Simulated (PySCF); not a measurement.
`CC[C@@]1(F)O[C@@H]1CF`, C$_{5}$H$_{8}$F$_{2}$O

Geometry:
| atom | x (Å) | y (Å) | z (Å) |
| --- | --- | --- | --- |
| C1 | -1.911 | 0.842 | -0.510 |
| C2 | -1.522 | -0.437 | 0.228 |
| C3 | -0.086 | -0.381 | 0.676 |
| F4 | 0.108 | 0.535 | 1.672 |
| O5 | 0.659 | -1.526 | 0.828 |
| C6 | 1.070 | -0.641 | -0.191 |
| C7 | 2.390 | 0.070 | -0.001 |
| F8 | 2.584 | 0.935 | -1.047 |
| H9 | -2.950 | 0.792 | -0.820 |
| H10 | -1.784 | 1.704 | 0.140 |
| H11 | -1.289 | 0.981 | -1.391 |
| H12 | -2.151 | -0.568 | 1.111 |
| H13 | -1.641 | -1.311 | -0.414 |
| H14 | 0.893 | -0.994 | -1.204 |
| H15 | 2.403 | 0.656 | 0.923 |
| H16 | 3.219 | -0.645 | -0.013 |

Level of theory: TDDFT PBE0/def2-SVPD circular dichroism and optical rotation, one conformer, gas phase in PySCF 2.14.0. Geometry: GFN2-xTB.

The molecule is flexible and this is one conformer; a measurement averages over conformers. States above about 8.6 eV (minus the energy of the highest occupied orbital) lie near or above the ionisation threshold and depend on the basis.

Q: What are the CIP labels of the stereocentres?

A: C3 S, C6 R.

Q: Which excitations and rotatory strengths does the calculation give?

A: Rotatory strengths R in 10⁻⁴⁰ esu² cm², velocity form and length form (origin at the centre of mass); f in length form.
| state | E (eV) | λ (nm) | f | R (velocity) | R (length) | main |
| --- | --- | --- | --- | --- | --- | --- |
| 1 | 8.10 | 153 | 0.035 | -46.0 | -45.7 | HOMO→LUMO+1 0.65, HOMO→LUMO 0.20 |
| 2 | 8.17 | 152 | 0.003 | +5.9 | +6.1 | HOMO→LUMO 0.74, HOMO→LUMO+1 0.19 |
| 3 | 8.40 | 148 | 0.041 | +30.7 | +31.3 | HOMO−1→LUMO+1 0.82, HOMO→LUMO+1 0.10 |
| 4 | 8.58 | 145 | 0.003 | +2.2 | +2.4 | HOMO−1→LUMO 0.91 |
| 5 | 8.72 | 142 | 0.015 | -6.2 | -5.1 | HOMO→LUMO+2 0.91 |
| 6 | 8.93 | 139 | 0.026 | -13.5 | -12.4 | HOMO→LUMO+3 0.93 |
| 7 | 9.06 | 137 | 0.120 | +2.2 | +2.2 | HOMO−1→LUMO+2 0.87 |
| 8 | 9.27 | 134 | 0.030 | +5.0 | +5.6 | HOMO−1→LUMO+3 0.88 |

Among the states computed, the strongest CD band (largest |R|) is state 1. The largest dissymmetry factor in size, g = 4R/(D+G), with D and G the electric and magnetic dipole strengths, is +0.029 for state 2 (velocity form, f = 0.003), among bands with |R| over 0.5. The mirror image has the same energies and oscillator strengths and all R with the opposite sign.
